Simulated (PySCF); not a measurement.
First SCF of a structure search on doublet [MnH5]-, at a hand-made trigonal bipyramidal geometry. PySCF input:

```python
from pyscf import gto, scf, dft
mol = gto.M(atom='''
Mn     0.000000     0.000000     0.000000
H      0.000000     0.000000     1.510000
H      0.000000     0.000000    -1.510000
H      1.510000     0.000000     0.000000
H     -0.755000     1.307700     0.000000
H     -0.755000    -1.307700     0.000000''',
    basis={'Mn': 'def2-TZVPD', 'H': 'def2-TZVPD'},
    charge=-1, spin=1)
mf = dft.UKS(mol, xc='PBE0')
mf.grids.atom_grid = (50, 194)
aux = {'Mn': 'def2-universal-JKFIT', 'H': 'def2-universal-JKFIT'}
mf = mf.density_fit(auxbasis=aux)
mf.conv_tol = 1e-08
mf.diis_space = 10
mf.max_cycle = 60
mf.init_guess = 'minao'
mf.verbose = 4
mf.kernel()
```

Excerpt of the output (cycles alone):

```
init E= -1152.3144451386
cycle= 1 E= -1145.36066469953  delta_E= 6.95  |g|= 3.88  |ddm|= 4.44
cycle= 2 E= -1126.60643259301  delta_E= 18.8  |g|= 9.79  |ddm|= 12.4
cycle= 3 E= -1141.21964259816  delta_E= -14.6  |g|= 6.64  |ddm|= 5.94
cycle= 4 E= -1144.2598721844  delta_E= -3.04  |g|= 5.94  |ddm|= 4.11
cycle= 5 E= -1144.44879706897  delta_E= -0.189  |g|= 5.82  |ddm|= 0.281
cycle= 6 E= -1149.9363986959  delta_E= -5.49  |g|=  3.8  |ddm|=  2.1
cycle= 7 E= -1148.65367099407  delta_E= 1.28  |g|= 4.54  |ddm|= 0.34
cycle= 8 E= -1152.57059877418  delta_E= -3.92  |g|=    2  |ddm|= 1.11
cycle= 9 E= -1153.34559805184  delta_E= -0.775  |g|= 0.876  |ddm|= 0.968
cycle= 10 E= -1153.54286735822  delta_E= -0.197  |g|= 0.378  |ddm|= 0.313
cycle= 11 E= -1153.58883074155  delta_E= -0.046  |g|= 0.0727  |ddm|= 0.201
cycle= 12 E= -1153.59149875451  delta_E= -0.00267  |g|= 0.018  |ddm|= 0.0653
cycle= 13 E= -1153.59215006293  delta_E= -0.000651  |g|= 0.00802  |ddm|= 0.0367
cycle= 14 E= -1153.59245159672  delta_E= -0.000302  |g|= 0.00572  |ddm|= 0.0272
cycle= 15 E= -1153.59258746171  delta_E= -0.000136  |g|= 0.00266  |ddm|= 0.0184
cycle= 16 E= -1153.59266303299  delta_E= -7.56e-05  |g|= 0.00276  |ddm|= 0.0188
cycle= 17 E= -1153.59268347133  delta_E= -2.04e-05  |g|= 0.000797  |ddm|= 0.0123
cycle= 18 E= -1153.59268443219  delta_E= -9.61e-07  |g|= 0.000126  |ddm|= 0.00235
cycle= 19 E= -1153.59268450698  delta_E= -7.48e-08  |g|= 7.21e-05  |ddm|= 0.000485
cycle= 20 E= -1153.59268453761  delta_E= -3.06e-08  |g|= 5.44e-05  |ddm|= 0.000322
cycle= 21 E= -1153.59268454716  delta_E= -9.55e-09  |g|= 1.05e-05  |ddm|= 0.000237
Extra cycle  E= -1153.59268454694  delta_E= 2.21e-10  |g|= 3.67e-05  |ddm|= 2.13e-05
converged SCF energy = -1153.59268454694  <S^2> = 0.8474208  2S+1 = 2.0951571
```

This is not the lowest solution: another start and a stability analysis within the same unrestricted form found one 33.7 kJ/mol lower, at -1153.60550 Eh.

Open d and f shells are described by one determinant, and the ground state may have another occupation or spin.

The search for the lowest solution, 3 starts and the stability check together, took 21 s on 2 threads of a shared Arm Neoverse V1 host, with 93 basis functions; the process peaked at 0.72 GiB.
